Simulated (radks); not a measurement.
The numbers below are computed, except where a source is named.
Task: The mean radii <r> (bohr) of the occupied orbitals of an atom or ion are listed with their occupations. Code: a radial shooting solver on a logarithmic mesh with Libxc functionals. Model: Dirac Kohn-Sham, exchange-only PBE, spin-unpolarised, spherical densities, finite nucleus; Fermi nuclear charge, rms radius of each element as measured or else 0.836 A^(1/3) + 0.57 fm.

orbital  occ.      <r>
1s1/2       2  0.01966
2s1/2       2  0.08275
2p1/2       2  0.06872
2p3/2       4  0.07622
3s1/2       2   0.2163
3p1/2       2   0.2061
3p3/2       4   0.2201
3d3/2       4   0.1935
3d5/2       6   0.1978
4s1/2       2   0.4878
4p1/2       2   0.4956
4p3/2       4   0.5280
4d3/2       4   0.5534
4d5/2       6   0.5650
5s1/2       2    1.210
5p1/2       2    1.370
5p3/2       4    1.490
4f5/2       6   0.7772
6s1/2       1    3.605
4f7/2       8   0.8017

Name the element and its charge. Open shells, if any, fill j = l - 1/2 first.

Result: Z = 70, ytterbium, charge +1: Yb+ in [Xe] 4f14 6s1. The 1s radius gives Z: for a bare nucleus <r> = (2 gamma + 1)/(2Z) with gamma = sqrt(1 - (Z/c)^2), 0.01942 bohr for Z = 70, and screening makes it slightly larger (0.01966 here). The occupations add up to 69, and the charge is Z minus that.
